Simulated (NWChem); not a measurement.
System: CH₄Sn, singlet; SMILES [CH3][SnH]

The following NWChem deck was run.

```
start job
memory heap 200 mb stack 900 mb global 1100 mb
geometry units angstroms
  Sn    -0.040819     0.341030     0.002662
  H      1.765200     0.398496     0.005234
  C     -0.019954    -1.883794     0.002467
  H      0.534053    -2.245382     0.895048
  H      0.536642    -2.245248    -0.888539
  H     -1.038068    -2.317746     0.001037
end
basis spherical
  * library 3-21g
end
dft
  xc hfexch
  iterations 150
end
driver
  maxiter 120
end
task dft optimize
task dft freq
```

Low-valent species are run as closed-shell singlets; no triplet was tried in these runs.

The level has its own optimisation; frequencies are unscaled.

Question: Give the results of this calculation. (Hartree-Fock/3-21G, non-relativistic.) Quantities: r H–Sn (Å); r C–Sn (Å); highest harmonic frequency (cm⁻¹); lowest (cm⁻¹); zero-point energy (kcal/mol); dipole (D).

Answer: 
| Item | Value |
|---|---|
| r H–Sn (Å) | 1.800 |
| r C–Sn (Å) | 2.207 |
| highest harmonic frequency (cm⁻¹) | 3268 |
| lowest (cm⁻¹) | 134 |
| zero-point energy (kcal/mol) | 27.0 |
| dipole (D) | 0.58 |
